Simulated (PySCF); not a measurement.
# Working out the excitation energy of Ne²⁺

Ne²⁺ [He] 2s2 2p4 (3P) → Ne²⁺ [He] 2s1 2p5 (3P). Calculation: PySCF 2.14, in def2-TZVPPD; no relativity, point nucleus. Frozen: nothing. Energies in hartree (1 hartree = 27.21139 eV):

```tsv
part	Ne²⁺ (lower)	Ne²⁺ (upper)
UHF	-126.374923	-125.401579
CCSD correlation	-0.174160	-0.218615
(T)	-0.001466	-0.003128
```

Problem. What does Hartree-Fock give?

Solution. (-125.401579) − (-126.374923) = 0.973344 hartree = 26.486 eV.

Problem. What do CCSD and CCSD(T) give?

Solution. The CCSD correlation energies differ by -0.044455 hartree = -1.210 eV and the triples by -0.001662 hartree = -0.045 eV, so CCSD gives 25.276 eV and CCSD(T) 25.231 eV.
